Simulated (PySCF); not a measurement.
# A small calculation by hand: oscillator strength and radiative lifetime

trifluorosilylmethanol (CH3F3OSi), SMILES F[Si](F)(F)CO.

The structure is a stationary point at B3LYP-D3(BJ)/def2-SVP. Other conformers were not sampled.

TDDFT-ωB97X/def2-SVPD run with PySCF puts the first singlet state with f over 0.02 at 8.49 eV (vertical), with the transition dipole (0.477, 0.109, -0.172) in atomic units.

Q: Find the oscillator strength, the wavelength and the radiative lifetime that this transition would have in vacuum if emission retraced absorption.

A: 
|μ|² = 0.2690 au, so |μ| = 1.32 D. ΔE = 8.49/27.211 = 0.3120 hartree. f = (2/3) ΔE |μ|² = 0.056 (the program prints 0.056).
λ = 1239.84/8.49 = 146 nm; ν = 68476 cm⁻¹.
Einstein's coefficient A = 0.6670 ν² f s⁻¹ (ν in cm⁻¹) = 1.7e8 s⁻¹, so τ = 1/A = 5.7 ns. This state is S2; the lower singlet has f = 0.007. The figure is the radiative limit of this one transition; relaxation, internal conversion, crossing to triplets and a medium change what is measured.
